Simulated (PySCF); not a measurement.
Assignment exercise: C7H11N3

Geometry:
```tsv
atom	x (Å)	y (Å)	z (Å)
C1	-1.356	1.381	0.432
C2	-0.783	-0.003	0.095
C3	-1.220	-1.015	1.164
C4	-1.282	-0.450	-1.277
C5	0.732	0.091	0.140
C6	1.585	-0.220	-0.914
C7	2.938	-0.067	-0.650
N8	3.389	0.347	0.531
N9	2.534	0.626	1.486
N10	1.249	0.505	1.307
H11	-0.986	1.722	1.408
H12	-1.066	2.125	-0.326
H13	-2.455	1.335	0.465
H14	-0.862	-0.705	2.155
H15	-2.319	-1.085	1.190
H16	-0.819	-2.018	0.951
H17	-2.381	-0.493	-1.274
H18	-0.915	-1.454	-1.542
H19	-0.982	0.251	-2.071
H20	1.226	-0.561	-1.885
H21	3.704	-0.281	-1.401
```

[PySCF 2.14.0 with density-fitted response routines: PBE0-D3(BJ)/def2-SVP structure; σ from GIAO-B3LYP/pcSseg-1; a single conformation; one averaged value for each set of equivalent atoms; gas phase; no relativistic terms]

References, each an isolated molecule treated in the same way: TMS for ¹³C (179.24 ppm) and ¹H (31.38 ppm).

(1) Assign these signals to the numbered atoms. ¹³C{¹H} NMR (computed): δ 175.6 (C), 153.2 (CH), 115.5 (CH), 39.1 (C), 31.5 (CH3).

(2) Assign these signals to the numbered atoms. ¹H NMR (400 MHz, computed): δ 8.75 (d, 1H), 6.85 (d, 1H), 1.50 (s, 9H).

## Answers

(1) 
175.6 → C5, substituted aromatic carbon next to a ring nitrogen
153.2 → C7, aromatic CH next to a ring nitrogen: the adjacent pyridine-type nitrogen withdraws density from it
115.5 → C6, aromatic CH
39.1 → C2, quaternary sp3 carbon on an aromatic ring: aliphatic region, no heteroatom directly attached
31.5 → C1/C3/C4, methyl carbon: aliphatic region, no heteroatom directly attached

(2) 
8.75 → H21, hydrogen on an aromatic CH next to a ring nitrogen: ring current plus the neighbouring ring nitrogen
6.85 → H20, hydrogen on an aromatic CH: the ring current deshields protons in the ring plane
1.50 → H11/H12/H13/H14/H15/H16/H17/H18/H19, hydrogen on a methyl carbon

Shifts are as computed. Against solution values, carbons near 30 ppm lie about +2 ppm off and those near 130 ppm about +6 ppm. Of 1313 compounds with measured shifts, 239 miss one by over three times the rms of a fit or turn the order of signals round; such compounds aren't used in these exercises. No couplings were computed; multiplicities are counted from neighbouring protons, with m where these are inequivalent, close in shift, in a saturated or five-membered ring or joined by F or P, and br s for small geminal =CH2 splittings.
